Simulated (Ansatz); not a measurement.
Consider the ligand exchange at the Al–Se bond: `C[Se][AlH][OH]` + H₂S → `[OH][AlH][SH]` + `C[SeH]`.

Calculated with Ansatz (gas phase, PBE0-D4/def2-TZVP geometries, no zero-point term in ΔE). CCSD(T)/CBS adds triple-zeta CCSD(T) − MP2 to the extrapolated MP2 energy (def2 sets, frozen cores). This one scheme is used for every species. DFT in def2-TZVPP. For Se outer-core shells are correlated without core-valence functions, which leaves a few kJ/mol of doubt a bond. Scalar relativity is left out up to krypton. Each species was taken in one conformer, which may not be the lowest.

`C[Se][AlH][OH]`:

Cartesian coordinates in Å:
```
C 0.500 0.999 -1.475
Se -0.853 1.047 -0.050
Al -0.187 -0.880 1.028
O -0.985 -1.440 2.409
H 1.154 0.136 -1.358
H -0.016 0.942 -2.431
H 1.085 1.914 -1.418
H 1.038 -1.703 0.475
H -1.735 -1.015 2.820
```

H₂S:

```xyz
3

S     0.322    0.524    0.076
H     0.395   -0.700    0.621
H    -0.717    0.176   -0.697
```

`[OH][AlH][SH]`:

```xyz
6

O     0.673    0.498    1.259
Al    0.641   -0.148   -0.302
S    -1.227   -0.524   -1.373
H    -0.087    0.742    1.784
H     2.006   -0.485   -0.998
H    -2.006   -0.083   -0.370
```

`C[SeH]`:

Z-matrix (Å, degrees):
```
C
Se 1 1.949
H 1 1.088 2 110.6
H 1 1.087 2 110.6 3 -123.3
H 1 1.089 2 106.0 3 118.4
H 2 1.468 1 95.4 3 61.7
```

(1) Is it downhill or uphill in electronic energy at CCSD(T)/CBS, and by how much? (An estimate is asked.)

(2) What do these levels give: PBE0-D4, PBE0, HF/def2-TZVPP, SCS-MP2/def2-TZVPP, CCSD/def2-TZVPP, MP2/CBS(def2)? (Estimate.)

Largest T1 diagnostic among the species: 0.012.

## Answers

(1) Computed: Uphill: ΔE = +1.0 kcal/mol.

(2) The calculation gave: PBE0-D4 0.7, PBE0 0.3, HF/def2-TZVPP -0.5, SCS-MP2/def2-TZVPP 0.4, CCSD/def2-TZVPP 0.3, MP2/CBS(def2) 1.2 kcal/mol.

In def2-TZVPP, CCSD(T) changes the Hartree–Fock value by +1.0 kcal/mol (the triples alone add +0.2 kcal/mol) and MP2 by +1.2 kcal/mol. The D4 term adds +0.7 kcal/mol with B3LYP and +0.4 kcal/mol with PBE0; it sums over pairs of atoms, weighted by their polarisabilities, and B3LYP, whose exchange is more repulsive, gets the larger term.

B3LYP here is the variant with VWN-RPA as its local correlation; programs differ in this.
